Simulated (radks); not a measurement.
The gadolinium ion Gd50+, configuration [Ne] 3s2 3p2. All-electron calculation, scalar-relativistic Kohn-Sham, r2SCAN, spin-polarised, spherical densities, finite nucleus; open shells are filled with parallel spins first (spin-orbit coupling, left out, can overturn this in heavy ions); meta-GGA in the generalised Kohn-Sham scheme; Fermi nuclear charge, rms radius 5.1569 fm. Program: a radial shooting solver on a logarithmic mesh with Libxc functionals.

Unscreened Slater integrals over Kohn-Sham orbitals (hartree). They are taken over the spin-up orbitals. Empty in this configuration: 3d.

F0(3p,3p): 4.1555
F2(3p,3p): 2.0828
F0(3p,3s): 4.0904
G1(3p,3s): 2.6413
F0(3p,2p): 5.4889
F2(3p,2p): 1.4233
G0(3p,2p): 0.56833
G2(3p,2p): 0.62994
F0(3p,2s): 5.3303
G1(3p,2s): 0.45048
F0(3p,3d): 4.3685
F2(3p,3d): 2.0947
G1(3p,3d): 2.1734
G3(3p,3d): 1.4759
F0(3s,3s): 4.0396
F0(3s,2p): 5.2825
G1(3s,2p): 0.55550
F0(3s,2s): 5.1757
G0(3s,2s): 0.44678
F0(3s,3d): 4.2976
G2(3s,3d): 1.6464
F0(2p,2p): 11.242
F2(2p,2p): 5.3356
F0(2p,2s): 10.377
G1(2p,2s): 5.9078
F0(2p,3d): 5.9634
F2(2p,3d): 1.8649
G1(2p,3d): 1.7777
G3(2p,3d): 1.0267
F0(2s,2s): 9.8330
F0(2s,3d): 5.8895
G2(2s,3d): 1.6246
F0(3d,3d): 4.7419
F2(3d,3d): 2.4690
F4(3d,3d): 1.6018

Derived for the open shells (J is the average intra-shell exchange parameter used in DFT+U). 3p: J = F2/5 = 0.4166 hartree.
